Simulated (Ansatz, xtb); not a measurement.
## Relative energy of two isomers of C5H9B

We compare X, `B/C(C)=C\C=C`, a singlet, with Y, `B/C=C/C(=C)C`, a singlet. Both are isolated molecules in the gas phase, relaxed with PBE0-D3(BJ)/def2-SVP; the shapes shown needn't be the lowest conformers.

X (Å):

```xyz
15

C     0.1708   -0.3582    1.1240
C     0.4946   -1.4853    2.0685
C    -0.6453    0.6512    1.5496
C    -1.0781    1.8165    0.8081
C    -1.8889    2.7479    1.3360
B     0.7732   -0.3800   -0.2962
H     1.4930   -1.2962   -0.6276
H     0.5556    0.4899   -1.1058
H     1.5822   -1.5660    2.2295
H     0.0131   -1.3653    3.0514
H     0.1775   -2.4547    1.6501
H    -1.0374    0.5992    2.5771
H    -0.7224    1.9268   -0.2195
H    -2.2067    3.6218    0.7626
H    -2.2605    2.6621    2.3623
```

Y (Å):

```xyz
15

C     0.6532    0.5545    0.0344
C     0.2086   -0.0573    1.1633
C    -1.0022    0.2620    1.9131
C    -1.2856   -0.4555    3.0175
C    -1.8870    1.3726    1.4325
B     1.9517    0.1050   -0.6441
H     2.5843   -0.8095   -0.1609
H     2.3635    0.6380   -1.6498
H     0.0540    1.3775   -0.3731
H     0.8085   -0.8809    1.5708
H    -0.6261   -1.2618    3.3503
H    -2.1788   -0.2589    3.6166
H    -1.3377    2.3268    1.3960
H    -2.7580    1.5016    2.0888
H    -2.2502    1.1738    0.4116
```

Quicker runs give these differences E(Y) − E(X): GFN2-xTB −7.1 kJ/mol; HF/STO-3G −13.9 kJ/mol (at GFN2-xTB geometries); r2SCAN-D4/def2-SVP −16.5 kJ/mol (at GFN2-xTB geometries).

Estimate E(Y) − E(X) at the level CCSD(T)/def2-SVP + ΔMP2/def2-TZVPP.

Calculated at CCSD(T)/def2-SVP + ΔMP2/def2-TZVPP: E(Y) − E(X) = −16.0 kJ/mol, so structure Y lies lower.

Level by level:

```json
{"level": "GFN2-xTB", "geometry": "GFN2-xTB", "E(Y) − E(X) (kJ/mol)": "−7.1", "departure from the last row (kJ/mol)": "+8.9", "job, with rough time for the two": "optimisation, 0.17 s"}
{"level": "HF/STO-3G", "geometry": "GFN2-xTB", "E(Y) − E(X) (kJ/mol)": "−13.9", "departure from the last row (kJ/mol)": "+2.1", "job, with rough time for the two": "single point, 0.37 s"}
{"level": "r2SCAN-D4/def2-SVP", "geometry": "GFN2-xTB", "E(Y) − E(X) (kJ/mol)": "−16.5", "departure from the last row (kJ/mol)": "−0.5", "job, with rough time for the two": "single point, 2.9 s"}
{"level": "PBE0-D3(BJ)/def2-SVP", "geometry": "PBE0-D3(BJ)/def2-SVP", "E(Y) − E(X) (kJ/mol)": "−14.9", "departure from the last row (kJ/mol)": "+1.1", "job, with rough time for the two": "optimisation, 40 s"}
{"level": "HF/def2-SVP", "geometry": "PBE0-D3(BJ)/def2-SVP", "E(Y) − E(X) (kJ/mol)": "−18.9", "departure from the last row (kJ/mol)": "−2.9", "job, with rough time for the two": "part of the CCSD(T) run"}
{"level": "MP2/def2-SVP", "geometry": "PBE0-D3(BJ)/def2-SVP", "E(Y) − E(X) (kJ/mol)": "−16.7", "departure from the last row (kJ/mol)": "−0.7", "job, with rough time for the two": "part of the CCSD(T) run"}
{"level": "CCSD(T)/def2-SVP", "geometry": "PBE0-D3(BJ)/def2-SVP", "E(Y) − E(X) (kJ/mol)": "−15.5", "departure from the last row (kJ/mol)": "+0.5", "job, with rough time for the two": "single point"}
{"level": "CCSD(T)/def2-SVP + ΔMP2/def2-TZVPP", "geometry": "PBE0-D3(BJ)/def2-SVP", "E(Y) − E(X) (kJ/mol)": "−16.0", "departure from the last row (kJ/mol)": "", "job, with rough time for the two": "single point, 44 s"}
```

As drawn, both hold the same kinds of bond in the same numbers.

The levels shown agree on the order. The largest departure from CCSD(T)/def2-SVP + ΔMP2/def2-TZVPP is that of GFN2-xTB, 8.9 kJ/mol. The last row adds to CCSD(T) the change of the MP2 difference between the two basis sets, here −0.5 kJ/mol.

With thermal terms from frequencies at re-optimised GFN2-xTB minima (ideal gas, soft modes damped towards free rotors, one conformer each, 298.15 K, 1 atm): on the last row, ΔE + ΔZPE = −15.1, ΔH = −15.8, ΔG = −13.6 kJ/mol.

The correlated steps freeze 6 core orbitals. Programs: Ansatz 0.2.0, xtb 6.7.1; the last row on 2 threads of Intel(R) Xeon(R) 6975P-C (Granite Rapids) on a shared host.
